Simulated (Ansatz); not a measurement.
Mulliken charges of `OB[NH][AlH2]` from r2SCAN/def2-TZVPP in Ansatz (PBE0-D4/def2-TZVP geometry).

```tsv
atom	x (Å)	y (Å)	z (Å)	charge (e)
O1	-0.461	1.776	-0.538	-0.323
B2	0.415	1.224	0.350	0.189
N3	0.550	-0.185	0.540	-0.328
Al4	-0.332	-1.506	-0.281	0.484
H5	-0.983	1.134	-1.030	0.191
H6	1.083	1.994	0.981	-0.034
H7	1.243	-0.428	1.235	0.151
H8	-0.025	-3.011	0.083	-0.145
H9	-1.402	-1.044	-1.358	-0.186
```

Problem. By hand: the dipole of these point charges (1 e Å = 4.8032 D).

Solution. Σ q r = (0.114, -0.296, 0.124) e Å, of length 0.341 e Å = 1.64 D.

Problem. How does the dipole of the full density compare? (Best estimate.)

Solution. Computed: (0.023, -0.452, 0.041) e Å, 2.18 D; the point charges give 0.75 times that, at 24° from its direction.

Point charges leave out the atoms' own dipoles, such as those of lone pairs, and Mulliken's split depends on the basis, so the two needn't agree.
